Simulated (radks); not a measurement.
Task: The mean radii <r> (bohr) of the occupied orbitals of an atom or ion are listed with their occupations. Method: non-relativistic Kohn-Sham, r2SCAN, spin-unpolarised, spherical densities, point nucleus; meta-GGA in the generalised Kohn-Sham scheme; computed with a radial shooting solver on a logarithmic mesh with Libxc functionals.

| orbital | occ. | <r> |
|---|---|---|
| 1s | 2 | 0.03815 |
| 2s | 2 | 0.1672 |
| 2p | 6 | 0.1437 |
| 3s | 2 | 0.4688 |
| 3p | 6 | 0.4664 |
| 3d | 10 | 0.4515 |
| 4s | 2 | 1.244 |
| 4p | 6 | 1.378 |
| 4d | 2 | 2.099 |
| 5s | 1 | 3.548 |

Name the element and its charge.

Result: Z = 40, zirconium, charge +1: Zr+ in [Kr] 4d2 5s1. The 1s radius gives Z: for a bare nucleus <r> = 1.5/Z, 0.0375 bohr for Z = 40, and screening makes it slightly larger (0.03815 here). The occupations add up to 39, and the charge is Z minus that.
